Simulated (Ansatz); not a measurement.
Isolated molecules relaxed with PBE0-D4/def2-TZVP in Ansatz; ΔE leaves out vibrations. CCSD(T)/CBS is the MP2 limit (def2-TZVPP, def2-QZVPP) plus CCSD(T) − MP2 in def2-TZVPP, frozen cores. This one scheme is used for every species. For Zn outer-core shells are correlated without core-valence functions, which leaves a few kJ/mol of doubt a bond. Scalar relativity is left out up to krypton. Each species was taken in one conformer, which may not be the lowest.

Reaction (ligand exchange at a Zn–C bond): `[F][Zn][C]1=CC1` + CH₃OH → `C[O][Zn][F]` + `C1=CC1`

| species | CCSD(T)/CBS(def2) energy (Eh) |
| --- | --- |
| `[F][Zn][C]1=CC1` | -1994.07751 |
| CH₃OH | -115.61712 |
| `C[O][Zn][F]` | -1993.23337 |
| `C1=CC1` | -116.45901 |

Q: Work out ΔE.

A: ΔE = (-1993.23337) + (-116.45901) − (-1994.07751) − (-115.61712) = 0.00225 Eh = +5.9 kJ/mol.

Largest T1 diagnostic among the species: 0.017.

In def2-TZVPP, CCSD(T) changes the Hartree–Fock value by +10.2 kJ/mol (the triples alone add +2.0 kJ/mol) and MP2 by +12.9 kJ/mol. Leaving LDA and LC-ωPBE aside and taking each functional with its dispersion term where it has one, the values, not all of them listed here, spread over 8.9 kJ/mol, from B97M-V to HSE06-D4.
